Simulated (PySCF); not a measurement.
A GIAO shielding run with PySCF 2.14 (density fitting, non-relativistic, gas phase) on SMILES CS[C@@H]1[SiH2]C[Si@H]1C#N, C$_{4}$H$_{9}$NSSi$_{2}$:

```
$ OMP_NUM_THREADS=1 python probes_run.py task.json out

{"job": {"kind": "nmr", "xc": "PBE0", "basis": "pcSseg-1"}, "charge": 0, "multiplicity": 1}
C      2.975611     0.291735     0.484578
S      1.591777    -0.230581     1.533937
C      0.309845    -0.424252     0.251063
Si    -0.376775     1.244522    -0.447589
C     -2.046971     0.796952     0.391969
Si    -1.395354    -0.897064     1.011341
C     -2.130284    -2.312106     0.039948
N     -2.579761    -3.173042    -0.567420
H      2.698365     1.194302    -0.054284
H      3.816117     0.487020     1.142565
H      3.223835    -0.505023    -0.212188
H      0.709903    -1.135663    -0.471817
H     -0.398050     1.277135    -1.909272
H      0.285816     2.423615     0.105695
H     -2.898641     0.744940    -0.280846
H     -2.327876     1.472307     1.195755
H     -1.464556    -1.242768     2.426116
```

Hardware: 1 thread of an Intel Xeon 6975P-C, shared host. The job also computes population analyses, field gradients, ring-centre shieldings.

(1) How large is the calculation?

(2) How long does it take, and how much memory does it need?

Answers

(1) 84 electrons, 202 basis functions and 1113 auxiliary functions.

(2) 38 s of wall time, with 14 SCF cycles and 5 response iterations; peak memory 0.92 GiB. Times on a shared host scatter by some tens of per cent.
